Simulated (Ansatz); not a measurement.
A geometry relaxed with B3LYP-D3(BJ)/def2-TZVP (Ansatz, a first-principles code), charge 0, multiplicity 1:

```xyz
7

Al     0.9561     0.0149    -0.0044
C     -0.9759    -0.0166    -0.0151
H     -1.3550    -0.0002     1.0106
Cl     2.0880    -1.7517     0.0032
H     -1.3836     0.8558    -0.5284
H     -1.3564    -0.9211    -0.4919
Cl     2.0268     1.8190     0.0261
```

Problem. Write the SMILES of this molecule.

Solution. `[CH3][Al]([Cl])[Cl]`
